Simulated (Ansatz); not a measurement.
Two members of one family (AlP nanocrystals, H-capped) that differ in charge, which shifts all levels, computed with Ansatz in the gas phase. Sets without diffuse functions give affinities that are too small. A dash marks a value that wasn't run or was left out as unsound. The structures are stationary points that may keep the symmetry of their start. Remarks come from the PBE and PBE0 runs and from stability tests at other levels; not every state was tested. A HOMO above zero means that the electron is unbound at that level and held by the basis, or that self-interaction error raises the level; the energy of removing that electron tells which. HOMO above LUMO (over both spins in singlets and doublets, within one spin in higher multiplets; at PBE or PBE0), or a gap under 0.15 eV within one spin, warns that the state may not be the lowest or that an electron is smeared out.

First: Al9P9H24, cut from wurtzite (singlet, charge 0, PBE-D4/def2-SVP geometry).

```
atom   x (Å)   y (Å)   z (Å)
 Al1  -2.566   4.044   0.629
  P2  -1.355   3.357   2.677
  P3  -1.781   2.204  -0.735
 Al4   0.567   2.311  -1.164
 Al5   0.040   1.388   2.792
  P6   1.552   1.633   0.949
  P7   1.151   0.525  -2.640
 Al8   3.480   0.586  -3.298
 Al9   2.975  -0.294   0.883
 P10   4.377   0.070  -1.049
Al11  -2.647   0.095  -0.016
 P12  -1.367  -0.378   1.991
 P13  -1.914  -1.587  -1.547
Al14   0.428  -1.666  -2.015
Al15  -0.092  -2.407   1.979
 P16   1.426  -1.978   0.176
Al17  -2.834  -3.770  -1.045
 P18  -1.617  -4.057   1.092
 H19  -1.891   5.423   0.171
 H20  -4.122   3.876   0.973
 H21  -0.552   4.436   3.165
 H22  -2.259   3.264   3.781
 H23  -2.382   2.409  -2.021
 H24   1.102   3.750  -1.606
 H25   0.713   1.152   4.220
 H26   2.420   2.704   1.341
 H27   0.416   0.808  -3.839
 H28   3.945   2.088  -3.614
 H29   3.849  -0.678  -4.211
 H30   3.785  -0.608   2.223
 H31   5.338   1.056  -0.659
 H32   5.259  -1.054  -1.112
 H33  -4.215   0.084   0.291
 H34  -2.329  -0.568   3.036
 H35  -2.508  -1.209  -2.795
 H36   0.873  -2.829  -3.015
 H37   0.575  -2.820   3.369
 H38   2.215  -3.171   0.084
 H39  -4.383  -3.659  -0.648
 H40  -2.237  -4.881  -2.033
 H41  -2.533  -4.355   2.150
 H42  -0.901  -5.296   1.093
```

```tsv
level	HOMO (eV)	LUMO (eV)	gap (eV)	vertical EA (eV)
PBE-D4/def2-SVP	-6.26	-2.15	4.12	–
PBE-D4/def2-TZVP	-6.27	-2.42	3.85	1.03
r2SCAN-D4/def2-TZVP	-6.54	-2.31	4.23	–
PBE0-D4/def2-SVP	-7.32	-1.44	5.88	–
PBE0-D4/def2-TZVP	-7.30	-1.70	5.60	0.82
```

Remarks: HOMO above zero (-1 doublet), gap within one spin near zero at PBE or PBE0 (-1 doublet).

Second: Al9P10H26⁺, cut from wurtzite (singlet, charge 1, PBE-D4/def2-SVP geometry).

```xyz
45

P    -1.127    1.759   -3.510
Al    0.941    1.018   -4.696
P    -3.161    2.464   -0.122
Al   -4.652    0.974    1.131
Al   -1.158    1.598   -1.130
P    -0.979   -0.725   -0.657
P     2.055    0.096   -2.729
Al    0.934   -1.783   -1.757
P    -3.048   -0.158    2.600
Al   -1.042   -1.115    1.688
P    -0.901   -3.484    1.935
P     2.172   -2.637    0.105
Al    1.177   -4.615    1.136
P     0.770    2.541   -0.161
Al    2.791    1.840   -1.280
Al    0.304    2.317    2.219
P     0.880   -0.032    2.509
P     3.963    0.686    0.499
Al    2.916   -1.094    1.765
H    -2.306    1.092   -3.971
H    -1.479    3.103   -3.845
H     0.470   -0.159   -5.665
H     1.648    2.397   -5.084
H    -3.951    2.972   -1.203
H    -2.845    3.692    0.532
H    -4.950   -0.166    0.044
H    -5.687    1.822    1.991
H    -2.171   -1.320   -1.182
H     3.267   -0.461   -3.258
H     0.429   -2.880   -2.795
H    -3.770   -1.251    3.180
H    -2.710    0.555    3.789
H    -2.089   -4.021    1.350
H    -1.171   -3.777    3.309
H     3.381   -3.136   -0.484
H     0.689   -5.634    0.010
H     1.960   -4.936    2.490
H     0.633    3.938   -0.446
H     3.618    3.040   -1.915
H    -1.319    2.291    2.263
H     1.194    3.287    3.117
H     0.813   -0.269    3.921
H     5.182    0.172   -0.047
H     4.513    1.649    1.405
H     3.816   -1.651    2.951
```

Question: Estimate how these quantities change from the first to the second (second minus first).

Answer: 
```json
{"level": "PBE-D4/def2-SVP", "Δ HOMO (eV)": "-2.72", "Δ LUMO (eV)": "-2.90", "Δ gap (eV)": "-0.18", "Δ vertical EA (eV)": "–"}
{"level": "PBE-D4/def2-TZVP", "Δ HOMO (eV)": "-2.70", "Δ LUMO (eV)": "-2.82", "Δ gap (eV)": "-0.12", "Δ vertical EA (eV)": "2.83"}
{"level": "r2SCAN-D4/def2-TZVP", "Δ HOMO (eV)": "-2.69", "Δ LUMO (eV)": "-2.82", "Δ gap (eV)": "-0.13", "Δ vertical EA (eV)": "–"}
{"level": "PBE0-D4/def2-SVP", "Δ HOMO (eV)": "-2.72", "Δ LUMO (eV)": "-2.90", "Δ gap (eV)": "-0.19", "Δ vertical EA (eV)": "–"}
{"level": "PBE0-D4/def2-TZVP", "Δ HOMO (eV)": "-2.69", "Δ LUMO (eV)": "-2.81", "Δ gap (eV)": "-0.12", "Δ vertical EA (eV)": "2.80"}
```

Remarks: gap within one spin near zero at PBE or PBE0 (neutral doublet).
